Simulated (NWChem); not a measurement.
C$_{2}$H$_{8}$N cation; SMILES CC[NH3+]

Program: NWChem. Pople sets run with spherical d functions. All runs use the structure optimised with B3LYP/6-31G* (spherical d). Level: PBE/6-31G* with SMD (1 M gas to 1 M solution), gas-phase geometry. Reactions with the solvent are ignored.

Among these, which solvent gives the highest value of “solvation free energy (kcal/mol)”?
(A) water
(B) toluene
(C) 1-octanol
(D) chlorobenzene

B, toluene. Values: water -69.2; 1-octanol -65.7; chlorobenzene -60.7; toluene -42.8
